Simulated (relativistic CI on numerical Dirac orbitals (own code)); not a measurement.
# Hyperfine structure of Cd8+, mass number 111

Computed by Dirac-Coulomb-Breit CI, KLI orbitals optimised for each configuration, a model potential for QED, unscaled Slater integrals (own radial code, finite nucleus).

Configurations in the expansion (outside the closed core [Ar] 3d10): 4s²4p⁶4d⁴, 4s²4p⁶4d³4f, 4s²4p⁵4d⁵, 4s²4p⁶4d³5s, 4s²4p⁶4d³5p, 4s4p⁶4d⁵, 4s²4p⁶4d²5s5p, 4s²4p⁶4d³5d, 4s²4p⁶4d²4f5s, 4s²4p⁶4d³6s, 4s²4p⁶4d³6p, 4s²4p⁶4d²5s², 4s²4p⁶4d4f5s², 4s²4p⁶4d5s²5p, 4s²4p⁶4d5s²5d, 4s²4p⁶4d²5p², 4s²4p⁶4d4f5p², 4s²4p⁶4d5s5p², 4s²4p⁶4d5p³, 4s²4p⁶4d5p²5d, 4p⁶4d⁶, 4p⁵4d⁷. Double excitations out of closed p, d and f shells are left out; levels of such configurations are missing from the list, as are those of other unlisted configurations, and high levels can miss mixing partners.

Nuclear spin I = 1/2, μ = -0.594 μN (tables of Stone and Pyykkö). The electronic factors are computed for point nuclear moments, without core polarisation or the Bohr-Weisskopf and QED corrections.

```csv
Level,E (cm⁻¹),A (MHz)
4s²4p⁶4d⁴ ⁵D1,1568.6,-224.6
4s²4p⁶4d⁴ ⁵D2,3790.0,-521.4
4s²4p⁶4d⁴ ⁵D3,6259.8,-813.9
4s²4p⁶4d⁴ ⁵D4,8829.6,-1076
4s²4p⁶4d⁴ ³H4,28358.6,-1863
4s²4p⁶4d⁴ ³H5,31918.7,-1634
4s²4p⁶4d⁴ ³P1,32090.3,-952.9
4s²4p⁶4d⁴ ³G3,32812.0,-1868
```

Levels with J = 0, under 50 % of one LS term, or S terms without an open s electron are left out. Small factors come from cancelling terms and can be off by tens of per cent or more.

At this charge configurations can still be misplaced by up to about 7 % of their energy. Terms inside the open d or f shell come out 10 to 20 % too wide with unscaled integrals.

Question: Give the hyperfine levels of 4s²4p⁶4d⁴ ⁵D3 relative to its centre of gravity.

Answer: With K = F(F + 1) − I(I + 1) − J(J + 1), E = AK/2: F = 5/2: 1628, F = 7/2: -1221 MHz.

LS names give the leading component of a level, which can be under half, so a name can repeat, a term be missing and a line seem to break the LS rules.
